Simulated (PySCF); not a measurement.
Calculation: PySCF with r2SCAN-D4/def2-TZVP. Gas-phase values, no solvent. 

Reference species (SMILES): `[AlH3]` (neutral, multiplicity 1).

HOMO: -7.62 eV
HOMO–LUMO gap: 5.49 eV

Changed species: `[AlH2][NH2]` (2 of 3 NH2 replaced by H; the reference has 3 of 3 NH2 replaced by H).

Task: Predict the effect on the HOMO and HOMO–LUMO gap.

Result: the HOMO rises by 1.14 eV, to -6.48 eV; the HOMO–LUMO gap decreases by 0.02 eV, to 5.47 eV.
